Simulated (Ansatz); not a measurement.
Relaxation of CH$_{4}$BClSi (8 atoms, charge 0, multiplicity 1), to a largest force component of 0.015 eV/Å in at most 40 steps.

The calculation used Ansatz, RKS PBE/6-31G*.

```xyz
8
Properties=species:S:1:pos:R:3
B -0.802 1.517 -0.150
Si -0.310 -0.332 -0.085
C 1.251 -1.082 0.270
Cl -1.800 -1.682 -0.490
H 0.006 2.332 0.077
H -1.884 1.885 -0.407
H 1.417 -2.146 0.280
H 2.121 -0.492 0.504
```

Where does it end, and by what steps?

The run converged. After 6 steps the energy has fallen by 0.107 eV; H8 moved furthest, 0.18 Å.

```csv
step,energy less start (eV),largest force component (eV/Å),accepted
0,0.0000,1.003,yes
1,-0.0907,0.465,yes
2,-0.0789,0.533,no
3,-0.1028,0.164,yes
4,-0.0995,0.107,no
5,-0.1062,0.049,yes
6,-0.1069,0.010,yes
```

```xyz
8
Properties=species:S:1:pos:R:3
B -0.769 1.513 -0.142
Si -0.369 -0.414 -0.103
C 1.212 -1.048 0.264
Cl -1.866 -1.799 -0.512
H 0.147 2.254 0.106
H -1.858 1.950 -0.395
H 1.479 -2.109 0.297
H 2.025 -0.347 0.485
```

Whether the end is a true minimum wasn't checked by a vibrational analysis.

The run took 21 s on 1 CPU thread of a shared host.
